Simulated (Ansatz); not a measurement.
Born–Oppenheimer molecular dynamics of Cl2FH3O2Zr (9 atoms, charge 0, multiplicity 1). It starts at the highest image of a converged band, a first-order saddle point between two minima.

These are results of RKS PBE0/def2-SVP in Ansatz, not measurements.

```
ensemble                      : NVE (velocity Verlet)
time step                     : 0.5 fs
steps asked                   : 200
starting velocities drawn for : 300 K
seed                          : 4489
```

First frame:

```xyz
9
Properties=species:S:1:pos:R:3
Zr 0.077 0.170 0.055
F -0.049 0.170 2.165
Cl 1.927 -0.209 -1.373
O -1.139 1.366 -0.755
H -1.805 1.815 -1.277
O -0.755 -1.526 -0.011
H -1.174 -2.387 -0.028
Cl 1.504 2.094 1.368
H 0.681 1.133 2.163
```

(1) How far do the bonds stretch over the last three quarters of this one trajectory? (Pairs bonded in most of those frames.)

Results:

(1) 
```
   bond  mean (Å)  spread (Å)  shortest  longest
 Zr1–F2     2.025       0.042      1.96     2.09
Zr1–Cl3     2.407       0.036      2.34     2.46
 Zr1–O4     1.892       0.022      1.86     1.93
 Zr1–O6     1.891       0.010      1.87     1.91
Zr1–Cl8     2.925       0.108      2.79     3.12
  O4–H5     0.958       0.013      0.94     0.98
  O6–H7     0.958       0.001      0.96     0.96
 Cl8–H9     1.343       0.051      1.26     1.42
```

Pairs bonded in part of these frames only: Zr1–H9 19 %.

Mean temperature of the second half: 188 K. The conserved energy stayed within 0.078 meV per atom of its start (net change -0.023 meV per atom), so the integration is sound. A run of 0.1 ps of so small a system gives no equilibrium averages. The orbitals stay closed-shell, which can raise the energy where a bond breaks towards radicals; this wasn't checked here.

Run time: 8.6 min on 4 threads of Arm Neoverse V1, on a shared host, peak memory 0.33 GiB.
